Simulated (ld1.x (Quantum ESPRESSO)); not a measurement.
**Au (Z = 79): variants of one TM potential**

Base potential:

- Element: Au (Z = 79)
- Generator: ld1.x (Quantum ESPRESSO) 7.5
- Type: norm-conserving Troullier–Martins (Kleinman–Bylander form)
- Functional: PBE
- Relativity: scalar-relativistic
- Frozen core: [Xe] 4f14
- Valence charge: 11
- Reference configuration: 5d10 6s0 6p1
- Partial waves: 6s (bound, empty): rc 2.40 bohr; 6p (bound): rc 3.80 bohr; 5d (bound): rc 2.05 bohr
- Local potential: all-electron potential smoothed inside 2.75 bohr (lloc = -1)
- Core correction: Bessel-smoothed model core inside 2.00 bohr

Cutoffs, loose and tight: the cutoffs (Ry, on a coarse ladder) from which the occupation-weighted sum of valence levels, in a spherical-Bessel basis at the reference potential, stays within 10 and 1 mRy of its value at 400 Ry. They do not see the model core or the augmentation charge, which bear on the density cutoff. Test errors are all-electron minus pseudo excitation energies from the reference, over the configurations 5d10 6s1 6p0; 5d10 6s0 6p0; 5d9 6s0 6p0; 5d9 6s1 6p0; 5d7 6s0 6p0; 5d9 6s2 6p0; 5d9 6s1 6p1. A dash means not determined; rows that change the core or the reference have their own tests. The largest error is taken over the tests solved by every variant that gives reliable tests at all: 5d10 6s0 6p0; 5d7 6s0 6p0; 5d9 6s0 6p0.

A true bound ghost makes a file unfit for plane-wave use even where its test errors are small: the radial tests pick states by their node count and pass the ghost by. Where a test does run into it, the solver fails or the error is huge.

```csv
change,outcome,"cutoff, loose","cutoff, tight",bound ghosts,largest test error (meV)
base,generated,45 Ry,60 Ry,none,-896
"all radii but the core radius scaled by about 0.78 (s 1.86, p 2.96, d 1.60 bohr); local potential all-electron potential smoothed inside 2.14 bohr (lloc = -1)",generated,45 Ry,70 Ry,s,-588
"all radii but the core radius scaled by about 0.84 (s 2.02, p 3.20, d 1.72 bohr); local potential all-electron potential smoothed inside 2.32 bohr (lloc = -1)",generated,45 Ry,70 Ry,none,-656
"all radii but the core radius scaled by about 0.95 (s 2.28, p 3.60, d 1.94 bohr); local potential all-electron potential smoothed inside 2.60 bohr (lloc = -1)",generated,45 Ry,70 Ry,none,-817
"all radii but the core radius scaled by about 1.11 (s 2.66, p 4.22, d 2.28 bohr); local potential all-electron potential smoothed inside 3.06 bohr (lloc = -1)",generated,40 Ry,55 Ry,none,-1085
"all radii but the core radius scaled by about 1.22 (s 2.92, p 4.62, d 2.50 bohr); local potential all-electron potential smoothed inside 3.34 bohr (lloc = -1)",generated,35 Ry,55 Ry,none,-1187
"all radii but the core radius scaled by about 1.30 (s 3.12, p 4.94, d 2.66 bohr); local potential all-electron potential smoothed inside 3.56 bohr (lloc = -1)",generated,35 Ry,50 Ry,none,-1204
"all radii but the core radius scaled by about 1.38 (s 3.30, p 5.24, d 2.82 bohr); local potential all-electron potential smoothed inside 3.80 bohr (lloc = -1)",generated,35 Ry,50 Ry,none,-1151
```

Reading the sweep of the scale of all radii but the core radius (base = 1) (base included, trends over the rows without a ghost): The loose cutoff falls from 45 Ry at 0.84 to 35 Ry at 1.38. A larger radius leaves more room for a smooth pseudo-wave, so fewer plane waves are needed; a smaller one forces it to follow the all-electron wave where it bends sharply. The median size of the test errors (rows with all tests solved) is not monotonic: lowest 22.1 meV at 1.22, highest 61.9 meV at 1. Bound ghosts are found at 0.78.
